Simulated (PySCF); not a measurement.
GeH3, SMILES [GeH3] (connectivity only; charge and spin as stated), charge +1, multiplicity 1.

Coordinates come from a PBE0-D3(BJ)/def2-TZVPD optimisation. The spin state was assumed, not searched. The isomer is the one that the SMILES or the coordinates give; other isomers of the formula were not compared.

All values below come from PySCF with B3LYP/def2-TZVPD.

Isolated molecule, no solvent.

- total energy: -2078.50411 hartree
- point group: D3h
- highest occupied level: -17.09 eV
- lowest empty level: -10.42 eV
- orbital gap: 6.67 eV
- dipole moment about the centre of nuclear charge: 0.00 D
- mean static polarisability: 22.8 bohr³ (3.37 Å³)
- polarisability, principal values: 17.0, 25.6, 25.6 bohr³
